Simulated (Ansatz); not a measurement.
A made-up structure of CH3OSe (charge +1), singlet:

```xyz
6
angstrom
C -0.2956 -0.0336 -0.4763
O -0.0022 0.0671 0.9491
Se 1.0351 -1.3039 0.0398
H -1.3034 -0.4076 -0.6175
H 0.0184 0.8301 -1.0528
H 1.7103 -2.4909 0.6843
```

It is relaxed with PBE-D4/def2-SVP and then PBE0-D4/def2-TZVP (Ansatz 0.2.0). Atoms count as bonded within 1.22 times the sum of their covalent radii (H–H: 0.88 Å). The end point is not checked to be a true minimum.

Problem. Does its bonding change? (A judgement: the text doesn't fix the answer.)

Solution. By the calculation: No: no bond forms or breaks.

Where it ends: The first stage lowers the energy by 2.88 eV in 10 steps. It ends as CH₃OSe ([CH2]1[O][SeH]1), total charge +1:
```xyz
6
angstrom
C -0.2356 -0.1095 -0.3640
O 0.2125 0.0549 0.9226
Se 1.4746 -0.9442 0.0901
H -1.0514 -0.8144 -0.5211
H -0.1182 0.7341 -1.0432
H 0.8807 -2.2597 0.4422
```

Labels in which every atom is bracketed show which atoms are joined, not bond orders.

For scale, one of the runs: PBE0-D4/def2-TZVP relaxation, 128 basis functions, launched by `ansatz run in.yaml --threads 2 --pin off --events-out ev --progress --plain --max-ram 4352MiB`. The run took about 9 s on 2 CPU threads of an AMD EPYC 9R45 (shared host).
